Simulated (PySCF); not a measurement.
Be(Br)(OMe) (CH3BeBrO), SMILES C[O][Be][Br]. Atoms are numbered in the order given.

```xyz
7

Be     0.0000     0.0000    -0.5634
Br     0.0000     0.0000     1.4016
O      0.0000     0.0000    -1.9506
C      0.0000     0.0000    -3.3362
H     -0.8940     0.5161    -3.7273
H      0.8940     0.5161    -3.7273
H      0.0000    -1.0323    -3.7273
```

Geometry: ωB97X-D3(BJ)/def2-SVP. The values are those of a single conformer.

These are KT2/pcSseg-1 in PySCF values and carry that method's errors.

GIAO shieldings, no solvent; atoms alike by connectivity are averaged. δ = σ(ref) − σ: ¹⁷O against H2O (σ = 330.4 ppm); ¹³C against TMS (σ = 185.1 ppm); ¹H against TMS (σ = 31.47 ppm), references at their B3LYP-D3(BJ)/def2-TZVP geometries, non-relativistic (without spin–orbit terms, shifts of atoms bonded to Cl or Br come out too high).

```
nucleus       atoms  count  δ (ppm)
-------  ----------  -----  -------
¹⁷O              O3      1     23.2
¹³C              C4      1     58.8
¹H       H5, H6, H7      3     4.51
```
